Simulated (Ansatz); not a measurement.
System: CaCl (charge +1, singlet). 
Coordinates optimised at B3LYP-D3(BJ)/def2-TZVP (Ansatz, an electronic-structure program):
```
Ca
Cl 1 2.3310
```
Charge +1, spin multiplicity 1.

Basis-set convergence of Hartree-Fock and CCSD correlation energies (hartree) with Ansatz. Cores are frozen in the correlated levels unless marked. No spin-orbit coupling. Frozen are the shells of the preceding noble gas and the d and f shells that filled before the atom's block. The outer core of K, Ca and their heavier congeners is not correlated, a term that matters for these elements. No relativistic terms.

```json
[
 {"basis": "def2-SVP", "functions": "42", "E(HF)": "-1135.90252", "E(corr, CCSD)": "-0.15363"},
 {"basis": "def2-TZVPP", "functions": "78", "E(HF)": "-1136.14228", "E(corr, CCSD)": "-0.21838"},
 {"basis": "def2-QZVPP", "functions": "140", "E(HF)": "-1136.17194", "E(corr, CCSD)": "-0.23975"}
]
```

Extrapolating the two largest sets (X = 3 and 4) as X^-3: E(corr) = (64·(-0.23975) - 27·(-0.21838))/37 = -0.2553 Eh, an estimate of the basis-set limit. The largest set recovers 93.9 % of it, the smallest 60.2 %.
